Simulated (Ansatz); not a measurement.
Ansatz (a quantum-chemistry and plane-wave program) input (HSE06/def2-TZVPD):

Ansatz 0.2 input:
```yaml
crystal:
  periodic: [false, false, false]
  atoms:
    - {symbol: Si, position_ang: [0.28365831, 0.25519452, 0.28873510]}
    - {symbol: C, position_ang: [-1.54645562, 0.24744400, 0.19044087]}
    - {symbol: F, position_ang: [0.88766646, -0.77143097, -0.79324826]}
    - {symbol: H, position_ang: [0.81460811, 1.60346374, -0.00388807]}
    - {symbol: H, position_ang: [0.76546288, -0.20544996, 1.61137003]}
    - {symbol: H, position_ang: [-2.13876868, 1.15273171, 0.26199539]}
    - {symbol: H, position_ang: [-2.12278315, -0.66525398, 0.08482042]}
basis:
  gaussian:
    orbitals: def2-TZVPD
hamiltonian:
  xc: {name: HSE06}
magnetization: {spin_polarized: true, initial_magnetization: 1}
output: {forces: true}
```

End of the output:

```
mean field evaluation 4: about -11690.9420 eV, gradient 2.6e0 eV
mean field evaluation 8: about -11690.9759 eV, gradient 3.7e-2 eV
mean field evaluation 16: about -11690.9759 eV, gradient 1.1e-5 eV
mean field -11690.97590341 eV, -429.6354400223 hartree, gradient 1.1e-5 eV, S^2 0.754402; 0 other end points of the search recorded, 0 dependent functions left out
the calculation of the forces begins
reference -11690.97595135 eV, -429.6354417840 hartree; 17, 16 occupied and 139, 140 virtual orbitals, 871 factors
Total energy: -11690.97595135 eV, -429.6354417840 hartree
Atom 0 at     0.283658     0.255195     0.288735 Å, force    -0.043034    -0.149187    -0.150488 eV/Å
Atom 1 at    -1.546456     0.247444     0.190441 Å, force     0.080172    -0.003331    -0.003676 eV/Å
Atom 2 at     0.887666    -0.771431    -0.793248 Å, force    -0.060595     0.107196     0.107070 eV/Å
Atom 3 at     0.814608     1.603464    -0.003888 Å, force     0.037103     0.076881    -0.024919 eV/Å
Atom 4 at     0.765463    -0.205450     1.611370 Å, force     0.031457    -0.030192     0.072369 eV/Å
Atom 5 at    -2.138769     1.152732     0.261995 Å, force    -0.021435     0.046188     0.003781 eV/Å
Atom 6 at    -2.122783    -0.665254     0.084820 Å, force    -0.023667    -0.047555    -0.004136 eV/Å
Dipole moment:    -0.273222     0.170958     0.175134 e Å
```

It need not be the lowest isomer of its formula.
